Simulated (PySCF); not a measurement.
Correlation energy of Si (silicon, neutral)

[Ne] 3s2 3p2, high-spin 3P determinant. All numbers are calculated (PySCF 2.14, no relativity, point nucleus, in def2-TZVP). Frozen: [Ne]; 4 electrons correlated.

MP2 pair energies summed by pair of shells (mhartree):

```csv
pair,energy,share (%)
3s-3p,-33.34,60.7
3s-3s,-15.94,29.0
3p-3p,-5.64,10.3
```

Total MP2 correlation energy: -54.91 mhartree.

Same-spin part -9.55 and opposite-spin part -45.36 mhartree; SCS-MP2 scales them by 1/3 and 6/5 to -57.62 mhartree.

```
  level  correlation energy (mhartree)
   CCSD                         -73.53
    (T)                          -2.42
CCSD(T)                         -75.95
```

Diagnostics: T1 = 0.012, D1 = 0.0298, largest double amplitude 0.097.

Cost of the coupled-cluster step: 0.34 s of wall time on 1 thread of Neoverse-V2 (shared host), for 4 correlated electrons.
